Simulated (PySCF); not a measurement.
Assigning NMR signals

Mapped SMILES: `[CH3:1][CH2:2][CH2:3]/[C:4]([SiH3:5])=[CH:6]\[SiH3:7]` (H(Xn): hydrogen on atom n).

Averaged over atoms made equivalent by symmetry, fast rotation or ring inversion, one computed conformer, non-relativistic, no solvent model. GIAO PBE0/pcSseg-1 shieldings; coordinates at the GFN2-xTB level; PySCF 2.14.0 with density-fitted response routines.

δ = σ(ref) − σ, references computed at the same level: TMS for $^{13}$C, $^{1}$H.

**Question.** Assign these signals to the numbered atoms. $^{13}$C{$^{1}$H} NMR (computed): δ 170.6 (C), 142.7 (CH), 46.6 (CH2), 24.7 (CH2), 13.8 (CH3).

**Answer.** 
| δ (ppm) | atoms | environment | reason |
| --- | --- | --- | --- |
| 170.6 | C4 | fully substituted alkene carbon | – |
| 142.7 | C6 | alkene CH | an sp2 carbon of a C=C bond |
| 46.6 | C3 | allylic sp3 CH2 | aliphatic region, no heteroatom directly attached |
| 24.7 | C2 | sp3 CH2 | aliphatic region, no heteroatom directly attached |
| 13.8 | C1 | methyl carbon | a saturated carbon with 1 carbon neighbour and no heteroatom attached |

**Question.** Assign these signals to the numbered atoms. $^{1}$H NMR (400 MHz, computed): δ 6.54 (q, 1H), 4.18 (d, 3H), 4.16 (s, 3H), 2.50 (t, 2H), 1.57 (m, 2H), 0.97 (t, 3H).

**Answer.** 
6.54 → H(C6), hydrogen on an alkene CH: olefinic region
4.18 → H(Si7), hydrogen on a silicon bonded to C
4.16 → H(Si5), hydrogen on a silicon bonded to C
2.50 → H(C3), hydrogen on an allylic sp3 CH2: allylic position
1.57 → H(C2), hydrogen on an sp3 CH2
0.97 → H(C1), hydrogen on a methyl carbon: far from electronegative atoms and π systems

H(Si7) and H(Si5) lie closer than the usual error of such a calculation, so a measured spectrum could show them in the other order.

Shifts are as computed. Against solution values, carbons near 30 ppm lie about +3 ppm off and those near 130 ppm about +5 ppm. Of 1309 compounds with measured shifts, 239 miss one by over three times the rms of a fit or turn the order of signals round; such compounds aren't used in these exercises. No couplings were computed; multiplicities are counted from neighbouring protons, with m where these are inequivalent, close in shift, in a saturated or five-membered ring or joined by F or P, and br s for small geminal =CH2 splittings.
